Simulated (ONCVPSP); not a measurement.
# What one change does to a pseudopotential (chromium (Cr), ONCV)

ONCVPSP 4.0.1 input, shortened (lines: element, Z, core and valence counts, functional; n l f; lmax; l rc ep ncon nbas qcut; lloc lpopt rc5 dvloc0; l nproj debl; icmod fcfact rcfact), PBE, scalar-relativistic:

```
  Cr 24.00    3    3        4      upf
    1    0    2.00
    2    0    2.00
    2    1    6.00
    3    0    2.00
    3    1    6.00
    3    2    5.00
    2
    0    0.95    0.00    3    7    5.60
    1    1.05    0.00    3    7    7.40
    2    2.05    0.00    4    8    6.00
    4    5    0.60    0.00
    0    2    2.10
    1    2    0.70
    2    2    1.40
    0    0.00    0.00
```

In the s channel the program set the typed energies aside and used -2.976, 0.250 Ha. In the p channel the program set the typed energies aside and used -1.928, 0.250 Ha.

All-electron outer shells of the reference configuration (PBE, scalar-relativistic, ld1.x):

```tsv
shell	level (eV)	outermost node (bohr)	outermost maximum (bohr)
3s	-80.98	0.36	0.78
3p	-52.47	0.33	0.80
3d	-9.88	–	0.85
```

Change: all radii scaled by about 1.33 (s 1.26, p 1.40, d 2.72 bohr); local potential polynomial inside 0.80 bohr (lpopt 5, dvloc0 0 Ha).

Cutoffs: the cutoffs (Ha) at which the residual kinetic energy of the hardest occupied pseudo-wave falls to 1 and 0.1 mHa per electron; they do not see the model core or the augmentation charge, which bear on the density cutoff. Errors are all-electron minus pseudo energies relative to the spin-unpolarised reference configuration.

**Question.** What does the change do?

**Answer.** Of the 4 tests that both files solve, the error grows in 2 and shrinks in 2 by more than 15 % and 0.3 meV (median size 47.2 → 114.5 meV); neither file shows a bound ghost.

```csv
quantity,base,changed
"cutoffs, loose and tight",not determined,"30 Ha, 97 Ha"
bound ghosts,none,none
GHOST(+) flags under 300 eV,none,none
"error for 3s2 3p6 3d5 4s1, meV [ΔE -6.90 eV]",+11,+4.1
"error for 3s2 3p6 3d4, meV [ΔE 16.05 eV]",+83,+225
"error for 3s2 3p6 3d3, meV [ΔE 46.80 eV]",+697,+1608
"error for 3s2 3p6 3d5 4s0.5, meV [ΔE -4.19 eV]",+3.2,-0.3
```
